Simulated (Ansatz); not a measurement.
Method: B3LYP-D3(BJ)/def2-TZVP (Ansatz, a first-principles code). No frequencies were computed at this level.

Ansatz 0.2 input:
```yaml
crystal:
  periodic: [false, false, false]
  atoms:
    - { symbol: F, position_ang: [1.676112, -0.307474, 0.0] }
    - { symbol: In, position_ang: [-0.102998, 0.679585, 0.0] }
    - { symbol: H, position_ang: [-1.573115, -0.372111, 0.0] }
basis:
  gaussian: { orbitals: def2-tzvp }
hamiltonian:
  xc: b3lyp
  dispersion: d3bj
relax:
  max_steps: 150
magnetization:
  spin_polarized: true
  initial_magnetization: 1
```

Output:

```
Functional definition: B3LYP
665 factors; their error is unknown
mean field evaluation 1: about -7906.2357 eV, gradient 3.3e1 eV
mean field evaluation 2: about -7825.7674 eV, gradient 1.4e2 eV
mean field evaluation 4: about -7909.8786 eV, gradient 5.6e0 eV
mean field evaluation 8: about -7910.0560 eV, gradient 1.3e-1 eV
mean field evaluation 16: about -7910.0560 eV, gradient 5.6e-5 eV
mean field -7910.05603218 eV, -290.6891975542 hartree, gradient 5.6e-5 eV, S^2 0.757174; 0 other end points of the search recorded, 0 dependent functions left out
reference -7910.05625723 eV, -290.6892058245 hartree; 16, 15 occupied and 71, 72 virtual orbitals, 665 factors
relax step   1: F+E_penalty+E_count = -7910.10531944 eV  Δ(F+E_penalty+E_count) = +0.000e0 eV  max|allowed force component| = 6.467e-1 eV/Å  Δτ_max = 0.0000 Å  (32 SCF iters, accepted)
these checks for a lower state are left out or cut short: starts, cluster_reference, orbital_swaps, neighbouring_geometries, increment
665 factors; their error is unknown
mean field -7910.07449303 eV, -290.6898759778 hartree, gradient 2.5e-5 eV, S^2 0.756895; 0 other end points of the search recorded, 0 dependent functions left out
reference -7910.07471721 eV, -290.6898842163 hartree; 16, 15 occupied and 71, 72 virtual orbitals, 665 factors
relax step   2: F+E_penalty+E_count = -7910.12400006 eV  Δ(F+E_penalty+E_count) = -1.868e-2 eV  max|allowed force component| = 1.128e-1 eV/Å  Δτ_max = 0.0464 Å  (35 SCF iters, accepted)
these checks for a lower state are left out or cut short: starts, cluster_reference, orbital_swaps, neighbouring_geometries, increment
665 factors; their error is unknown
mean field evaluation 32: about -7910.0749 eV, gradient 1.5e-5 eV
mean field -7910.07490441 eV, -290.6898910956 hartree, gradient 1.5e-5 eV, S^2 0.756911; 0 other end points of the search recorded, 0 dependent functions left out
reference -7910.07512856 eV, -290.6898993333 hartree; 16, 15 occupied and 71, 72 virtual orbitals, 665 factors
relax step   3: F+E_penalty+E_count = -7910.12442729 eV  Δ(F+E_penalty+E_count) = -4.272e-4 eV  max|allowed force component| = 8.925e-3 eV/Å  Δτ_max = 0.0037 Å  (37 SCF iters, accepted)
665 factors; their error is unknown
mean field -7910.07490441 eV, -290.6898910956 hartree, gradient 1.7e-5 eV, S^2 0.756911; 1 other end points of the search recorded, 0 dependent functions left out
reference -7910.07512856 eV, -290.6898993333 hartree; 16, 15 occupied and 71, 72 virtual orbitals, 665 factors
Total energy: -7910.12465145 eV, -290.6917192659 hartree
Atom 0 at     1.626606    -0.309448     0.000000 Å, force     0.005512    -0.003106    -0.000000 eV/Å
Atom 1 at    -0.090531     0.691436    -0.000000 Å, force    -0.008925     0.000445     0.000000 eV/Å
Atom 2 at    -1.536076    -0.381988     0.000000 Å, force     0.003413     0.002661    -0.000000 eV/Å
Dipole moment:    -0.507297     0.395766    -0.000000 e Å
```

Cost: around 12 core-seconds (rough).
